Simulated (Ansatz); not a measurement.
Reaction (substitution at a C–C bond): `C=C(C)CO` + H₂Se → `C=C([SeH])CO` + CH₄

Calculated with Ansatz (gas phase, PBE0-D4/def2-TZVP geometries, no zero-point term in ΔE). CCSD(T)/CBS is the MP2 limit (def2-TZVPP, def2-QZVPP) plus CCSD(T) − MP2 in def2-TZVPP, frozen cores. This one scheme is used for every species. DFT in def2-TZVPP. B3LYP here is the variant with VWN-RPA as its local correlation; programs differ in this. For Se outer-core shells are correlated without core-valence functions, which leaves a few kJ/mol of doubt a bond. Scalar relativity is left out up to krypton. One conformer a species, not always the lowest.

Question: Is it downhill or uphill in electronic energy at CCSD(T)/CBS, and by how much? (An estimate is asked.)

Answer: Computed: Uphill: ΔE = +0.8 kcal/mol.

Question: What do these levels give: PBE-D4, r2SCAN-D4, B3LYP-D4, ωB97X-V, ωB97M-V, r2SCAN, B3LYP, MP2/def2-TZVPP, CCSD(T)/def2-TZVPP, HF/def2-QZVPP, SCS-MP2/def2-QZVPP, MP2/CBS(def2)? (Best estimate.)

Answer: The calculation gave: PBE-D4 0.3, r2SCAN-D4 0.6, B3LYP-D4 0.8, ωB97X-V 1.8, ωB97M-V 1.6, r2SCAN 0.6, B3LYP 1.6, MP2/def2-TZVPP -0.6, CCSD(T)/def2-TZVPP 0.9, HF/def2-QZVPP 3.8, SCS-MP2/def2-QZVPP 0.1, MP2/CBS(def2) -0.7 kcal/mol.

Largest T1 diagnostic among the species: 0.010.

From PBE to PBE0 (25 % exact exchange), in def2-TZVPP and without D4, ΔE moves by +0.8 kcal/mol. In def2-TZVPP, CCSD(T) changes the Hartree–Fock value by −2.8 kcal/mol (the triples alone add −0.7 kcal/mol) and MP2 by −4.4 kcal/mol. The D4 term adds −0.8 kcal/mol with B3LYP and −0.4 kcal/mol with PBE0; it sums over pairs of atoms, weighted by their polarisabilities, and B3LYP, whose exchange is more repulsive, gets the larger term.
